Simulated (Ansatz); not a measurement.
The same path of Cl3FH2OZr (8 atoms, charge 0, multiplicity 1) was run twice with different band settings. Lost on the way: O6–H8. Made: F2–H8.

Method: RHF/def2-SVP in Ansatz 0.2.0.

Relaxed end points:

```xyz
8
Properties=species:S:1:pos:R:3
Zr -0.019 0.017 -0.015
F 0.282 0.055 1.870
Cl 2.253 -0.004 -0.696
Cl -0.807 2.045 -0.972
Cl -0.805 -1.943 -1.147
O -2.130 -0.177 1.019
H -2.936 -0.528 0.662
H -2.205 -0.093 1.962
```

```xyz
8
Properties=species:S:1:pos:R:3
Zr -0.473 -0.093 -0.297
F -0.372 0.998 1.925
Cl 1.735 -0.783 0.257
Cl -0.731 2.142 -1.067
Cl -0.970 -1.382 -2.222
O -1.872 -0.736 0.887
H -2.597 -1.341 0.901
H -1.086 0.565 2.300
```

Common settings: spring 5.0 eV/Å²; optimiser quadratic models (default); start path through a guess of the saddle point; force threshold 0.05 eV/Å; iteration limit 60; end points relaxed.

| run | movable images | climbing image |
| --- | --- | --- |
| 1 | 5 | yes |
| 2 | 6 | no |

Question: What does each run give, and how far can it be trusted?

Answer: Run 1: converged after 31 iterations, highest image 1.211 eV above the first end. A vibrational analysis at the climbing image gives one clearly imaginary mode, 1183i cm⁻¹: a first-order saddle point.
Run 2: converged after 13 iterations, highest image 1.068 eV above the first end. No image climbed, so the highest image needn't sit at the top of the path.
The orbitals stay closed-shell, which can raise the energy where a bond breaks towards radicals; this wasn't checked here.
